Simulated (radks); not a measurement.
Results of a calculation; reference values are marked as such.
Task: These are the eigenvalues of the occupied orbitals of an atom or ion with whole-number occupations (eV). Level of theory: scalar-relativistic Kohn-Sham, LDA (Slater exchange, Perdew-Wang correlation), spin-polarised, spherical densities, finite nucleus; Fermi nuclear charge, rms radius of each element as measured or else 0.836 A^(1/3) + 0.57 fm (a radial shooting solver on a logarithmic mesh with Libxc functionals).

| orbital | eigenvalue |
|---|---|
| 1s up | -4455.564 |
| 1s down | -4454.601 |
| 2s up | -541.4430 |
| 2s down | -540.4764 |
| 2p up | -456.9162 |
| 2p down | -455.7536 |
| 3s up | -115.0111 |
| 3s down | -111.5272 |
| 3p up | -92.6895 |
| 3p down | -89.2823 |
| 4s up | -40.2111 |

Which element is it, and in what charge state? The configuration may be excited. Open shells, if any, are filled with parallel spins first.

Result: Z = 21, scandium, charge +4: Sc4+ in [Ne] 3s2 3p4 4s1. The list shows which subshells hold electrons but not how many an open one holds; the 1s level, -163.74 hartree, gives Z - s = 18.1 by -(Z - s)^2/2, which with screening and relativity narrows Z to a few neighbours, and the depths of the outer levels then fix element, charge and occupations together.
